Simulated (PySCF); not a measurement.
C3H6N2Si. Atoms are numbered in the order given.

```xyz
12

C      0.0689    -2.3427     0.0000
C     -0.1246    -0.8701     0.0000
N     -1.3002    -0.3458     0.0000
C     -1.2450     1.0901     0.0000
N     -0.1656     1.7687     0.0000
Si     1.1375     0.5769     0.0000
H      0.6521    -2.6542     0.8823
H     -0.9001    -2.8610     0.0000
H      0.6521    -2.6542    -0.8823
H     -2.2358     1.5709     0.0000
H      1.9862     0.6486    -1.2228
H      1.9862     0.6486     1.2228
```

The structure is a stationary point at PBE0-D3(BJ)/def2-SVP. The structure was generated by enumeration, and PubChem lists no compound with its InChIKey, so it may never have been made.

Computed with PBE/def2-TZVP (PySCF).

The molecule is in vacuum.

Task: Estimate the frontier levels, gap, dipole moment and polarisability. (Estimate from the structure and the level; the computed values follow.)

Result: 
The highest occupied level is -5.91 eV. The lowest empty level is -3.09 eV and the orbital gap is 2.82 eV. The dipole moment is 2.46 D and the quadrupole, principal values (traceless, Buckingham form, about the centre of nuclear charge) comes out as -5.20, 1.11, 4.09 D·Å. The mean static polarisability comes out as 74.5 bohr³ (11.04 Å³) and the polarisability, principal values comes out as 53.0, 84.6, 86.0 bohr³.
